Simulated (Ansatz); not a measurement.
Pulling on the Al1–H2 bond in C2H5Al (SMILES C=[CH][AlH2]) (multiplicity 1 held, fragments rigid). Energies count from the point at 1.582 Å.
Geometry at that point (charge 0, multiplicity 1):
```xyz
8

Al    -0.13640     0.16293     1.16258
H     -0.81514     1.59102     1.21762
H      0.17826    -0.64445     2.48572
C      0.29152    -0.55238    -0.58963
C      0.01803     0.14494    -1.69878
H      0.75945    -1.52587    -0.73006
H      0.24169    -0.21990    -2.69844
H     -0.44827     1.12572    -1.65786
```

Signs of static correlation in cc-pV(T+d)Z, with CASSCF(2,2), from Ansatz (a first-principles code) runs.

| R (Å) | T1 of restricted CCSD | ⟨S²⟩ of UHF | largest double amplitude of restricted CCSD | weight of the CASSCF reference in MRCISD | CASSCF natural occupations |
|---|---|---|---|---|---|
| 1.266 | 0.011 | 0.000 | 0.089 | 0.880 | 1.99 0.01 |
| 1.424 | 0.011 | 0.000 | 0.089 | 0.880 | 1.98 0.02 |
| 1.582 | 0.011 | 0.000 | 0.089 | 0.879 | 1.98 0.02 |
| 1.740 | 0.011 | 0.000 | 0.089 | 0.879 | 1.97 0.03 |
| 1.899 | 0.012 | 0.000 | 0.089 | 0.879 | 1.96 0.04 |
| 2.136 | 0.013 | 0.000 | 0.089 | 0.880 | 1.94 0.06 |
| 2.373 | 0.015 | 0.074 | 0.139 | 0.880 | 1.90 0.10 |
| 2.769 | 0.023 | 0.653 | 0.231 | 0.880 | 1.81 0.19 |
| 3.164 | 0.037 | 0.882 | [?] | 0.881 | 1.66 0.34 |
| 3.639 | 0.060 | 0.983 | 0.523 | 0.881 | 1.45 0.55 |
| 4.272 | [?] | 1.022 | 0.767 | 0.881 | 1.22 0.78 |
| 5.063 | 0.108 | 1.031 | 0.970 | 0.881 | 1.09 0.91 |

Q: Fill in the missing entries.

A: 
- 3.164, largest double amplitude of restricted CCSD: 0.348
- 4.272, T1 of restricted CCSD: 0.089

Doubts at one or more of the structures used: a restricted determinant that unrestricted orbitals would lower (R-CCSD(T)/cc-pV(T+d)Z); other coupled-cluster roots lie near (R-CCSD(T)/cc-pV(T+d)Z); T1 above 0.05 (R-CCSD(T)/cc-pV(T+d)Z, U-CCSD(T)/cc-pV(T+d)Z); a spin-contaminated determinant (U-CCSD(T)/cc-pV(T+d)Z).
